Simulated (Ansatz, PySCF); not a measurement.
Br2ClHOSi. Atoms are numbered in the order given.

```xyz
6

O     -1.6273    -0.7046    -1.1161
Si    -0.4514    -0.3240    -0.0414
Cl    -0.6851    -1.3714     1.7039
Br     1.4524    -0.8568    -0.9801
Br    -0.4948     1.8271     0.4494
H     -2.5337    -0.4742    -0.8838
```

Geometry: PBE0-D3(BJ)/def2-SVP. The structure was generated by enumeration, and PubChem lists no compound with its InChIKey, so it may never have been made. One conformer was computed; it need not be the lowest.

Vertical ionisation energy (IE) and electron affinity (EA) in eV. Rows of orbital energies are one-electron estimates. Where ΔSCF, EOM or ADC give a negative EA the extra electron is unbound and the value depends on the basis.

```json
[
 {"level": "−ε(HOMO), −ε(LUMO), B3LYP/def2-TZVP (PySCF)", "IE": "(withheld)", "EA": "(withheld)"},
 {"level": "−ε(HOMO), −ε(LUMO), PBE/def2-TZVP (PySCF)", "IE": "7.38", "EA": "1.75"},
 {"level": "ΔSCF, PBE/def2-SVPD (Ansatz), final states of multiplicity 2 and 2", "IE": "10.23", "EA": "-0.09"}
]
```

**Question.** What belongs in the gaps? (The exact figures need the calculation; the answer reports its results.)

**Answer.** 
- −ε(HOMO), −ε(LUMO), B3LYP/def2-TZVP (PySCF), IE: 8.40
- −ε(HOMO), −ε(LUMO), B3LYP/def2-TZVP (PySCF), EA: 1.08

**Question.** What vertical singlet–triplet gap does ΔSCF give with PBE/def2-SVPD (Ansatz, an electronic-structure program)? (The exact figures need the calculation; the answer reports its results.)

**Answer.** 5.50 eV (triplet above singlet where positive).
